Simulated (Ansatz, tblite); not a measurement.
Forces on the cluster In₅P₅ at its PBE-D4/def2-SVP geometry. Charge 0, multiplicity 1.

In the def2 sets In takes a core potential; there is no spin–orbit coupling. The xTB rows come from tblite. Another isomer (singlet) lies 0.15 eV lower at PBE0-D4/def2-TZVP; other spin states weren't run for this one.

GFN1-xTB (tblite), largest force 1.60 eV/Å:

```xyz
10
positions Å, forces eV/Å
In    0.058    1.865   -2.873    0.014   -0.702    0.694
In   -2.880    0.023    1.330    1.308   -0.196   -0.354
In    2.569    0.848    2.039   -1.376   -0.315   -0.746
In    1.485   -1.718   -1.749   -0.770    0.699    0.665
In   -1.371   -2.642   -0.072    0.569    1.128    0.211
P     1.949    0.927   -0.882   -0.024   -0.177    0.118
P    -0.001   -0.883    1.863   -0.001    0.049   -0.659
P    -0.433    1.378    1.852    0.090   -0.282   -0.289
P    -1.419   -0.193   -1.489    0.244    0.157    0.129
P     0.044    0.396   -0.018   -0.052   -0.361    0.229
```

GFN2-xTB (tblite), largest force 0.62 eV/Å:

```
In 0.000 -0.096 0.355
In 0.399 0.138 -0.183
In -0.388 0.026 -0.277
In -0.204 0.452 0.256
In 0.074 0.232 -0.035
P -0.038 -0.308 0.014
P 0.175 0.370 -0.331
P -0.093 -0.254 -0.164
P -0.032 -0.046 0.037
P 0.109 -0.515 0.328
```

PBE-D4/def2-TZVP (Ansatz), largest force 0.45 eV/Å:

```
In 0.017 -0.088 0.114
In 0.189 0.003 -0.039
In -0.133 -0.029 -0.109
In -0.026 0.096 0.066
In 0.038 0.142 0.010
P -0.278 -0.088 0.067
P -0.101 0.341 -0.193
P 0.084 -0.389 -0.206
P 0.213 0.059 0.199
P -0.002 -0.046 0.090
```
